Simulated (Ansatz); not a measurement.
`B1OBOBO1`, charge 0, multiplicity 1.

(1) Give a relaxed structure at PBE0-D4/def2-TZVP (Ansatz 0.2.0). (Best estimate.)

Answers

(1) Computed: 
Z-matrix (Å, degrees):
```
B
O 1 1.372
O 1 1.372 2 119.7
H 1 1.190 2 120.2 3 180.0
B 2 1.372 1 120.3 3 -0.0
B 3 1.372 1 120.3 2 0.0
O 5 1.372 2 119.7 1 -0.0
H 5 1.190 2 120.2 1 180.0
H 6 1.190 3 120.2 1 180.0
```
Point group D3h.
This is one stationary point; other conformers may exist.
